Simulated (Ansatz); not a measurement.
Co3S3. Total charge 0; doublet. Geometry PBE-D4/def2-SVP; atoms count from 1.

```
atom   x (Å)   y (Å)   z (Å)
 Co1   0.079  -0.085   1.332
 Co2   1.016   0.534  -0.686
 Co3  -1.063  -0.436  -0.627
  S4  -1.889  -0.993   1.264
  S5   2.013   0.825   1.188
  S6  -0.156   0.154  -2.471
```

The charge 0 doublet is spin-contaminated (final ⟨S²⟩ up to 4.58, 0.75 for a pure state). Another isomer (quartet) lies 0.47 eV lower at PBE0-D4/def2-TZVP; other spin states weren't run for this one.

(1) Estimate the Mulliken populations from the PBE0/def2-TZVP orbitals of Ansatz.

(2) Where does the spin sit?

(3) And the Mayer bond orders between heavy atoms (over 0.3)?

Answers

(1) 
| atom | charge (e) | spin (α − β) | d electrons |
| --- | --- | --- | --- |
| Co1 | 0.42 | -2.62 | 7.44 |
| Co2 | 0.37 | 2.15 | 7.54 |
| Co3 | 0.36 | 2.11 | 7.54 |
| S4 | -0.36 | -0.42 | – |
| S5 | -0.37 | -0.43 | – |
| S6 | -0.42 | 0.22 | – |
Mulliken values depend strongly on the basis.

(2) Summed by element: Co 1.64, S -0.64, of 1 unpaired in all. Largest on single atoms: Co1 -2.62, Co2 2.15, Co3 2.11.

(3) Co1–Co2 0.42 (2.31 Å); Co1–Co3 0.44 (2.30 Å); Co1–S4 1.20 (2.17 Å); Co1–S5 1.22 (2.14 Å); Co2–Co3 0.58 (2.29 Å); Co2–S5 0.88 (2.14 Å); Co2–S6 1.04 (2.17 Å); Co3–S4 0.90 (2.14 Å); Co3–S6 1.08 (2.14 Å).
